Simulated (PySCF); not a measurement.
Gas-phase equilibrium of 1 mol GeF4, 0.62 mol H2 at 2000 K and 1.01 bar, among 16 species (GeH4, Ge2H6, F2, GeF2, GeF3, F, H, GeH3F, GeHF3, HF, H2, Ge3H8, GeH3, GeH2F2, GeH2, GeF4). Only gases are allowed; each row takes one source of thermochemistry for all species, and Cantera finds the minimum.

Computed with PySCF and rigid-rotor harmonic-oscillator thermochemistry at 1 bar. † marks an energy on the PBE0/def2-TZVP geometry and frequencies; other levels use their own. MP2 freezes the core. 6-31G* has spherical d functions here. Open shells (unrestricted) among the columns below: GeF3 (multiplicity 2), F (multiplicity 2, electronic degeneracy 6), H (multiplicity 2); the rest are closed-shell singlets. Spin-orbit splitting is ignored; it lowers the true energy and changes the entropy of F. B3LYP is the form with VWN-RPA correlation. Ge: all electrons, no relativistic terms. GeF3: computed as isolated molecules; such fragments, hydroxides, amides, oligomers or adducts are transient or little studied in the gas. MP2 isn't extrapolated to the basis-set limit. The harmonic model lacks anharmonicity and excited electronic states, which grow with temperature; levels with a mode under 35 cm⁻¹ are left out.

Molecules larger than those listed are left out, and so are free Ge atoms, whose spin-orbit terms are large. Also missing: (HF)n, which can matter at low temperature or high pressure. Table species left out: H2F2, H3F3, H4F4.

Mole fractions:

| thermochemistry | x HF | x GeF2 | x F | x GeF4 | x H | x GeF3 |
|---|---|---|---|---|---|---|
| B3LYP/6-31G* | 0.55 | 0.28 | 0.0013 | 0.17 | 1.4e-5 | 0.0015 |
| HF/6-31G* | 0.42 | 0.33 | 0.24 | 0.0076 | 0.0018 | 0.0011 |
| MP2/def2-SVP† | 0.55 | 0.28 | 0.00016 | 0.17 | 4.2e-5 | 0.0012 |
| LDA/def2-TZVP† | 0.55 | 0.28 | 3.1e-6 | 0.17 | 2.1e-6 | 0.0013 |
| ωB97M-V/def2-TZVP† | 0.55 | 0.28 | 0.00055 | 0.17 | 3.1e-6 | 0.0010 |
| ωB97X-V/def2-TZVP† | 0.55 | 0.28 | 0.00035 | 0.17 | 6.5e-6 | 0.00100 |
The most sensitive of these is F: it spans a factor of 10^4.9 over these rows; at this temperature one factor of ten is RT ln 10 = 38 kJ/mol.
